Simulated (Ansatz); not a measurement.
Calculated with Ansatz (gas phase, PBE0-D4/def2-TZVP geometries, no zero-point term in ΔE). CBS: MP2 limit from def2 TZ/QZ plus the TZ coupled-cluster correction, frozen cores. This one scheme is used for every species. DFT in def2-TZVPP. B3LYP here is the variant with VWN-RPA as its local correlation; programs differ in this. Each species was taken in one conformer, which may not be the lowest.

Consider the substitution at a C–C bond: `BCCBO` + `N#CO` → `BCOC#N` + `CBO`.

| level | ΔE (kcal/mol) | difference from CCSD(T)/CBS |
| --- | --- | --- |
| PBE-D4 | 3.9 | -0.8 |
| r2SCAN-D4 | 3.1 | -1.6 |
| PBE0-D4 | 4.5 | -0.2 |
| B3LYP-D4 | 2.3 | -2.4 |
| ωB97X-V | 3.2 | -1.5 |
| ωB97M-V | 3.9 | -0.8 |
| B2PLYP | 2.6 | -2.1 |
| PBE | 3.4 | -1.3 |
| r2SCAN | 2.9 | -1.8 |
| PBE0 | 4.1 | -0.6 |
| B3LYP | 1.6 | -3.1 |
| HF/def2-TZVPP | 0.9 | -3.8 |
| MP2/def2-TZVPP | 5.2 | 0.5 |
| SCS-MP2/def2-TZVPP | 4.0 | -0.7 |
| CCSD/def2-TZVPP | 4.3 | -0.4 |
| CCSD(T)/def2-TZVPP | 4.4 | -0.3 |
| HF/def2-QZVPP | 0.9 | -3.8 |
| MP2/def2-QZVPP | 5.4 | 0.7 |
| SCS-MP2/def2-QZVPP | 4.3 | -0.4 |
| HF/CBS(def2) | 0.9 | -3.8 |
| MP2/CBS(def2) | 5.5 | 0.8 |
| CCSD/CBS(def2) | 4.6 | -0.1 |
| CCSD(T)/CBS | 4.7 | 0 |

Largest T1 diagnostic among the species: 0.014.

The D4 term adds +0.7 kcal/mol with B3LYP and +0.4 kcal/mol with PBE0; it sums over pairs of atoms, weighted by their polarisabilities, and B3LYP, whose exchange is more repulsive, gets the larger term. In def2-TZVPP, CCSD(T) changes the Hartree–Fock value by +3.5 kcal/mol (the triples alone add +0.1 kcal/mol) and MP2 by +4.3 kcal/mol.
